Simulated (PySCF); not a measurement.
Predicted microwave data (PySCF, PBE0-D3(BJ)/def2-SVP geometry optimisation, gas phase) for one isomer of C8H6S2:

```
Rotational constants : A = 3128, B = 569.5, C = 481.8 MHz
Dipole components    : |μa| = 0.24 D, |μb| = 0.19 D, |μc| = 0.00 D
Inertial defect      : 0.00 u·Å²
κ                    : -0.93
```

Problem. Which structure is it? (One computed conformer of each.)
A. `[cH:1]1[cH:2][s:3][c:4](-[c:5]2[cH:6][cH:7][s:8][cH:9]2)[cH:10]1` with S3–C4–C5–C6 0° (2,3'-bithiophene)
B. `[cH:1]1[cH:2][s:3][c:4](-[c:5]2[cH:6][cH:7][cH:8][s:9]2)[cH:10]1` with S3–C4–C5–C6 0°

Solution. A. It is c1csc(-c2ccsc2)c1, a near-prolate asymmetric top, point group Cs. The candidates at the same level (rigid rotor, commonest isotopes):

```json
{"SMILES": "c1csc(-c2cccs2)c1", "A (MHz)": "2698", "B (MHz)": "658.3", "C (MHz)": "529.2", "μa (D)": "0.00", "μb (D)": "0.00", "μc (D)": "0.00", "Δ (u·Å²)": "0.00", "point group": "C2h", "rotor": "asymmetric top"}
{"SMILES": "c1csc(-c2ccsc2)c1", "A (MHz)": "3128", "B (MHz)": "569.5", "C (MHz)": "481.8", "μa (D)": "0.24", "μb (D)": "0.19", "μc (D)": "0.00", "Δ (u·Å²)": "0.00", "point group": "Cs", "rotor": "near-prolate asymmetric top"}
```

`c1csc(-c2cccs2)c1` has B 16 % too high. In the right answer the mirror of this Cs structure is the ab plane, so μc vanishes by symmetry. No structure here is proved a minimum.
